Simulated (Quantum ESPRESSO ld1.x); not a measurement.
Results of a calculation; reference values are marked as such.
Q: All-electron atom: the osmium ion Os3+ in [Xe] 4f14 5d5 (the NIST ground configuration). Level of theory: scalar-relativistic Kohn-Sham, PBE, spin-unpolarised, spherical densities, point nucleus (ld1.x of Quantum ESPRESSO 7.5). Some entries of the table are withheld. Estimate them.

| orbital | occ. | eigenvalue (hartree) | <r> (bohr) |
|---|---|---|---|
| 1s | 2 | -2716.22 | 0.01773 |
| 2s | 2 | (1) | 0.07489 |
| 2p | 6 | (2) | 0.06728 |
| 3s | 2 | -111.176 | (3) |
| 3p | 6 | -93.2186 | (4) |
| 3d | 10 | -73.1755 | 0.1762 |
| 4s | 2 | -24.3585 | (5) |
| 4p | 6 | -18.4698 | (6) |
| 4d | 10 | -11.1631 | 0.4890 |
| 5s | 2 | -4.49186 | 1.003 |
| 4f | 14 | -3.04472 | 0.5559 |
| 5p | 6 | -2.98701 | 1.159 |
| 5d | 5 | -1.28566 | 1.608 |

A: 
(1) 2s eigenvalue (hartree): -473.988
(2) 2p eigenvalue (hartree): -412.819
(3) 3s <r> (bohr): 0.1939
(4) 3p <r> (bohr): 0.1945
(5) 4s <r> (bohr): 0.4318
(6) 4p <r> (bohr): 0.4594
